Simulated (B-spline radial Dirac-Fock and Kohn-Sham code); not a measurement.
Kohn-Sham estimates against Dirac-Fock for the levels of Tl⁵³⁺

System: thallium as Tl⁵³⁺, configuration [Ar] 3d10.

The density-functional columns are spherical, spin-unpolarised Dirac-Kohn-Sham results without Breit or QED terms: −ε is minus the orbital energy of the initial state and ΔSCF the difference of two total energies. The reference in the last column comes from Dirac-Fock (average of configuration) total-energy differences with a finite nucleus, the Breit interaction including its frequency dependence, and self-energy and vacuum-polarisation corrections. All numbers are from a B-spline atomic structure program, in eV; a selection of levels is shown. The Kohn-Sham columns are given as differences from the reference. For the 1s level of heavy atoms much of the gap between ΔSCF and the reference is the Breit and QED part, -472.4 eV here; for other levels the error of the functional can be larger.

```
level  LDA −ε − DF  LDA ΔSCF − DF  Dirac-Fock
    K       -207.3         +464.7     88605.1
   L1       -202.2          -46.3     18351.9
   L2       -146.3          +45.4     17714.3
   L3       -167.6           -2.3     15660.1
   M1       -112.5          -46.5      6534.4
   M2        -91.9          -22.1      6257.4
   M3        -91.3          -26.9      5772.1
   M4        -69.1           +4.8      5336.8
   M5        -71.3           +0.7      5233.4
```

For the outermost level NIST gives 5234 ± 5 eV (theoretical); the differences from it are LDA −ε -71.91, LDA ΔSCF +0.11, Dirac-Fock -0.61 eV.

Values without a named source are computed, but for edge energies of neutral atoms, which are taken from tables.
